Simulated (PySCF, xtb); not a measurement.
C₉H₁₂O, SMILES COc1ccc(cc1)CC.

GFN2-xTB (xtb) at its own geometry gives an orbital gap of 4.16 eV and a dipole moment of 1.33 D.

Geometry: B3LYP-D3(BJ)/def2-SVP. Other conformers were not sampled.

Task: What does r2SCAN/def2-SVP run with PySCF give? (Estimate from the structure and the level; the computed values follow.)

Result: gap 4.47 eV (levels -5.28 and -0.81 eV), dipole 1.24 D.
